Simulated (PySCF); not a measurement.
C2H5Cl2GeN, SMILES [Cl][GeH](/[N]=C/C)[Cl]. Atoms are numbered in the order given.

```xyz
11

C     -3.7173    -0.3240     0.0000
C     -2.3383     0.2611     0.0000
N     -1.2911    -0.4704     0.0000
Ge     0.3524     0.3712     0.0000
Cl     1.4209    -0.2979    -1.7461
Cl     1.4209    -0.2979     1.7461
H     -4.2741     0.0273     0.8854
H     -3.6679    -1.4207     0.0000
H     -4.2741     0.0273    -0.8854
H     -2.3058     1.3750     0.0000
H      0.3057     1.9104     0.0000
```

The structure is a stationary point at TPSSh-D3(BJ)/def2-SVP. The structure was generated by enumeration; whether it is a known compound was not checked. Other conformers were not sampled.

Computed with TDDFT-LC-ωPBE/def2-SVPD in PySCF 2.14.0.

Vertical excitations.  State labels are in the subgroup Cs.

### Question
Give excitation energies, oscillator strengths and character. (The exact figures need the calculation; the answer reports its results.)

### Answer

```json
[
 {"state": "S1", "symmetry": "A\"", "energy (eV)": "4.61", "λ (nm)": "269", "f": "0.000", "main pairs": "HOMO→LUMO 92 %"},
 {"state": "S2", "symmetry": "A'", "energy (eV)": "7.04", "λ (nm)": "176", "f": "0.055", "main pairs": "HOMO→LUMO+1 87 %"},
 {"state": "S3", "symmetry": "A\"", "energy (eV)": "7.48", "λ (nm)": "166", "f": "0.019", "main pairs": "HOMO−1→LUMO+1 47 %, HOMO→LUMO+4 26 %"},
 {"state": "S4", "symmetry": "A\"", "energy (eV)": "7.52", "λ (nm)": "165", "f": "0.008", "main pairs": "HOMO−3→LUMO+1 27 %, HOMO−1→LUMO+1 24 %, HOMO→LUMO+4 21 %, HOMO−2→LUMO 8 %"},
 {"state": "S5", "symmetry": "A'", "energy (eV)": "7.57", "λ (nm)": "164", "f": "0.054", "main pairs": "HOMO→LUMO+3 29 %, HOMO−2→LUMO+1 26 %, HOMO→LUMO+2 15 %, HOMO→LUMO+5 10 %"},
 {"state": "S6", "symmetry": "A\"", "energy (eV)": "7.70", "λ (nm)": "161", "f": "0.001", "main pairs": "HOMO→LUMO+4 36 %, HOMO−3→LUMO+1 31 %, HOMO−5→LUMO+1 10 %"},
 {"state": "S7", "symmetry": "A'", "energy (eV)": "7.70", "λ (nm)": "161", "f": "0.102", "main pairs": "HOMO−2→LUMO+1 44 %, HOMO→LUMO+3 15 %, HOMO→LUMO+2 11 %, HOMO−3→LUMO 8 %"},
 {"state": "S8", "symmetry": "A'", "energy (eV)": "7.83", "λ (nm)": "158", "f": "0.314", "main pairs": "HOMO−4→LUMO+1 42 %, HOMO−1→LUMO 27 %"},
 {"state": "S9", "symmetry": "A'", "energy (eV)": "8.05", "λ (nm)": "154", "f": "0.299", "main pairs": "HOMO−5→LUMO 37 %, HOMO−4→LUMO+1 20 %, HOMO−3→LUMO 16 %, HOMO→LUMO+2 7 %"},
 {"state": "S10", "symmetry": "A\"", "energy (eV)": "8.47", "λ (nm)": "146", "f": "0.000", "main pairs": "HOMO−2→LUMO 32 %, HOMO−4→LUMO 22 %, HOMO−7→LUMO 12 %, HOMO−9→LUMO 9 %"},
 {"state": "T1", "symmetry": "A\"", "energy (eV)": "3.97", "λ (nm)": "312", "f": "0", "main pairs": "HOMO→LUMO 88 %"},
 {"state": "T2", "symmetry": "A'", "energy (eV)": "4.94", "λ (nm)": "251", "f": "0", "main pairs": "HOMO−5→LUMO 44 %, HOMO−3→LUMO 22 %, HOMO−1→LUMO 14 %"},
 {"state": "T3", "symmetry": "A'", "energy (eV)": "6.41", "λ (nm)": "193", "f": "0", "main pairs": "HOMO→LUMO+1 56 %, HOMO→LUMO+3 13 %"},
 {"state": "T4", "symmetry": "A\"", "energy (eV)": "6.84", "λ (nm)": "181", "f": "0", "main pairs": "HOMO−1→LUMO+1 70 %"}
]
```
Triplets are in the Tamm–Dancoff approximation, which puts them higher than full response would, so one can lie above its singlet here.
